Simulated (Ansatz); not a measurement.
The same carbene extrusion along the group C, Ge, Sn.

Computed with Ansatz on PBE0-D4/def2-TZVP structures; ΔE is electronic, products minus reactants. CCSD(T)/CBS adds triple-zeta CCSD(T) − MP2 to the extrapolated MP2 energy (def2 sets, frozen cores). This one scheme is used for every species. DFT in def2-TZVPP. B3LYP here is the variant with VWN-RPA as its local correlation; programs differ in this. Elements past krypton have def2 core potentials. For Br, Ge, Sn outer-core shells are correlated without core-valence functions, which leaves a few kJ/mol of doubt a bond. Scalar relativity is left out up to krypton.

| reaction | RPA@PBE/def2-TZVPP (kcal/mol) | B3LYP-D4 (kcal/mol) | MP2/CBS(def2) (kcal/mol) | r2SCAN-D4 (kcal/mol) |
| --- | --- | --- | --- | --- |
| `ClC(Cl)Br` → `Cl[C]Cl` + HBr | 55.9 | 60.5 | 70.5 | 61.9 |
| `[Cl][GeH]([Cl])[Br]` → `[Cl][Ge][Cl]` + HBr | 27.8 | 23.7 | 32.0 | 30.5 |
| `[Cl][SnH]([Cl])[Br]` → `[Cl][Sn][Cl]` + HBr | 10.7 | 7.9 | 14.4 | 13.6 |

(1) Give the CCSD(T)/CBS values in the same order. (Estimate.)

Largest T1 diagnostic: 0.020, for `Cl[C]Cl`.

Results:

(1) The calculation gave: 62.4, 28.4, 14.6 kcal/mol.
